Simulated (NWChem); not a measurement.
System: C$_{2}$H$_{7}$O cation; SMILES [OH2+]CC

Excerpt of the output:

```
             Northwest Computational Chemistry Package (NWChem) 7.3.0
             --------------------------------------------------------

                             Geometry "geometry" -> ""
                             -------------------------

 Output coordinates in angstroms (scale by  1.889725989 to convert to a.u.)

  No.       Tag          Charge          X              Y              Z
 ---- ---------------- ---------- -------------- -------------- --------------
    1 C                    6.0000     0.27999700    -1.27756700     0.00000000
    2 C                    6.0000    -0.60727100    -0.07584200     0.00000000
    3 O                    8.0000     0.19640700     1.21904200     0.00000000
    4 H                    1.0000    -0.37340900    -2.16507200     0.00000000
    5 H                    1.0000     0.90719300    -1.34190000    -0.90179000
    6 H                    1.0000     0.90719300    -1.34190000     0.90179000
    7 H                    1.0000    -1.23075900     0.03917700     0.89568400
    8 H                    1.0000    -1.23075900     0.03917700    -0.89568400
    9 H                    1.0000     0.74835400     1.35167700    -0.79564000
   10 H                    1.0000     0.74835400     1.35167700     0.79564000

 Effective nuclear repulsion energy (a.u.)      88.1608626440

  pbe96 is a nonlocal functional; adding pw91lda local functional.
                              NWChem Property Module
                              ----------------------

  itol2e modified to match energy
  convergence criterion.

                                 NWChem DFT Module
                                 -----------------

 Summary of "ao basis" -> "ao basis" (spherical)
 ------------------------------------------------------------------------------
       Tag                 Description            Shells   Functions and Types
 ---------------- ------------------------------  ------  ---------------------
 C                         def2-tzvp                11       31   5s3p2d1f
 O                         def2-tzvp                11       31   5s3p2d1f
 H                         def2-tzvp                 4        6   3s1p

  itol2e modified to match energy
  convergence criterion.

[...]

          -----------------------
          Electric field gradient
          -----------------------

 1 a.u. = 0.324123 10**(16) esu/cm**3  ( or statvolts/cm**2 ) = 0.97174 10**(22) v/m**2

 ------------------------------------------------------------
   Atom      X         Y         Z
 ------------------------------------------------------------
    1 C    0.52912  -2.41425   0.00000
 ------------------------------------------------------------

 Electric field gradient in molecular frame (a.u.)
         XX             YY             ZZ             XY             XZ             YZ
 ------------------------------------------------------------------------------------------
       -0.006361      -0.061796       0.068157       0.085908       0.000000      -0.000000

 Principal components (a.u.) and orientation
 of principal axis w.r.t. absolute frame                      Asymmetry parameter eta
 --------------------------------------------------------------------------------------
       -0.124347       0.068157       0.056190                       0.096242

       -0.588617       0.000000       0.808412
        0.808412       0.000000       0.588617
        0.000000       1.000000      -0.000000

 ------------------------------------------------------------
   Atom      X         Y         Z
 ------------------------------------------------------------
    2 C   -1.14758  -0.14332   0.00000
 ------------------------------------------------------------

 Electric field gradient in molecular frame (a.u.)
         XX             YY             ZZ             XY             XZ             YZ
 ------------------------------------------------------------------------------------------
       -0.016733      -0.401090       0.417823      -0.569596      -0.000000      -0.000000

 Principal components (a.u.) and orientation
 of principal axis w.r.t. absolute frame                      Asymmetry parameter eta
 --------------------------------------------------------------------------------------
       -0.810054       0.417823       0.392231                       0.031594

        0.583229       0.000000       0.812308
        0.812308      -0.000000      -0.583229
        0.000000       1.000000      -0.000000

 ------------------------------------------------------------
   Atom      X         Y         Z
 ------------------------------------------------------------
    3 O    0.37116   2.30366   0.00000
 ------------------------------------------------------------

 Electric field gradient in molecular frame (a.u.)
         XX             YY             ZZ             XY             XZ             YZ
 ------------------------------------------------------------------------------------------
        0.247464       0.731426      -0.978890      -1.357669       0.000000      -0.000000

 Principal components (a.u.) and orientation
 of principal axis w.r.t. absolute frame                      Asymmetry parameter eta
 --------------------------------------------------------------------------------------
        1.868510      -0.978890      -0.889620                       0.047776

       -0.642080      -0.000000       0.766638
        0.766638      -0.000000       0.642080
       -0.000000       1.000000       0.000000

 ------------------------------------------------------------
   Atom      X         Y         Z
 ------------------------------------------------------------
    4 H   -0.70564  -4.09139   0.00000
 ------------------------------------------------------------

[...]
```

Level: PBE/def2-TZVP. Structure relaxed at the PBE0/def2-SVP level. NWChem prints the field gradient with the sign opposite to the second derivative of the potential.

Question: Which NWChem input produces such a log?

Answer: One answer among several that fit: the input that was run:
```
start job
memory heap 200 mb stack 900 mb global 1100 mb
charge 1
geometry units angstroms noautosym nocenter noautoz
  C      0.279997    -1.277567     0.000000
  C     -0.607271    -0.075842     0.000000
  O      0.196407     1.219042     0.000000
  H     -0.373409    -2.165072     0.000000
  H      0.907193    -1.341900    -0.901790
  H      0.907193    -1.341900     0.901790
  H     -1.230759     0.039177     0.895684
  H     -1.230759     0.039177    -0.895684
  H      0.748354     1.351677    -0.795640
  H      0.748354     1.351677     0.795640
end
basis spherical
  * library def2-tzvp
end
dft
  xc xpbe96 cpbe96
  iterations 150
end
property
  efieldgrad
end
task dft property
```
